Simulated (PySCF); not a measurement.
A structure optimised at PBE-D3(BJ)/def2-SVP, used in a PySCF frequency run:

```xyz
7

F     -3.4058    -0.6724     0.4404
C     -2.5745     0.1088    -0.2696
C     -1.2669    -0.0639    -0.3108
C      0.0400    -0.1752    -0.3828
Cl     0.8578    -1.1368    -1.5783
Br     1.1996     0.7214     0.8418
H     -3.1090     0.9085    -0.8142
```

Write its SMILES and formula.

FC=C=C(Cl)Br, C₃HBrClF

What are its rotational constants (standard atomic weights)?

2.1815, 1.0148, 0.71309 GHz
